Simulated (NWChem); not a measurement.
System: C5H3Cl; SMILES C#CC=C=CCl

```xyz
9

C      0.8314     3.3404    -0.1867
C      0.1201     2.3811     0.0899
C     -0.7297     1.2935     0.4402
C     -0.6387     0.0657    -0.0648
C     -0.5674    -1.1475    -0.5619
Cl     0.4013    -2.4252     0.1444
H      1.4657     4.1790    -0.4375
H     -1.5227     1.5003     1.1879
H     -1.1126    -1.4598    -1.4682
```
Atoms are numbered in this order, from 1.

Results from NWChem. Pople sets run with spherical d functions. Geometry: optimised at PBE-D3(BJ)/def2-SVP. Vzz is the largest principal value of the second derivative of the potential at the nucleus (NWChem prints the opposite sign); η is the asymmetry. Non-relativistic.

```tsv
level	Vzz Cl6 (a.u.)	η Cl6
B3LYP/def2-TZVP	4.164	0.10
B3LYP/def2-SVP	3.775	0.10
PBE0/6-31G*	…	0.08
PBE0/def2-TZVP	4.130	0.09
```

**Question.** What belongs in the gaps?

**Answer.** 
- PBE0/6-31G*, Vzz Cl6 (a.u.): 3.804
